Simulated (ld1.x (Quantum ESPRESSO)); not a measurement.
**Pseudopotential generation for krypton (Kr): TM, BLYP, scalar-relativistic.**

ld1.x (Quantum ESPRESSO) 7.5 input, shortened:

```
&input
   title='Kr', zed=36., rel=1, dft='BLYP', iswitch=3,
   config='[Ar] 3d10 4s2 4p6'
 /
 &inputp
   pseudotype=2, tm=.true., lloc=0,
   nlcc=.false.
 /
3
3P  2  1   6.00   0.00  0.90  0.90  0.0
3D  3  2  10.00   0.00  0.65  0.65  0.0
3S  1  0   2.00   0.00  0.60  0.60  0.0
 &test
   configts(1)='3s2 3p6 3d10 4s2 4p6'
 /
```

Occupied shells without a wave of their own: 4p, 4s. They enter only through the test configuration that unscreens the potential.

All-electron outer shells of the reference configuration (BLYP, scalar-relativistic, ld1.x):

```tsv
shell	level (eV)	outermost node (bohr)	outermost maximum (bohr)
2s	-1864.78	0.06	0.15
2p	-1649.04	–	0.12
3s	-263.62	0.22	0.47
3p	-194.97	0.20	0.46
3d	-81.30	–	0.41
4s	-22.94	0.64	1.34
4p	-9.09	0.67	1.55
```

(1) Tests: 3s2 3p6 3d10 4s2 4p5; 3s2 3p6 3d10 4s2 4p4; 3s2 3p6 3d10 4s2 4p3; 3s2 3p5 3d10 4s2 4p6; 3s1 3p6 3d10 4s2 4p6; 3s2 3p6 3d10 4s1 4p6; 3s2 3p6 3d9 4s2 4p6. Which has the largest error in its energy relative to the reference configuration, and how large is it?

A Bessel basis up to 400 Ry misses an occupied level by 0.03 Ry, so cutoffs and ghosts were not judged. The potential misses its own reference levels by up to 0.6 eV.

## Answers

(1) 3s2 3p6 3d10 4s2 4p3, with -876 meV (all-electron minus pseudo) on +76.07 eV.
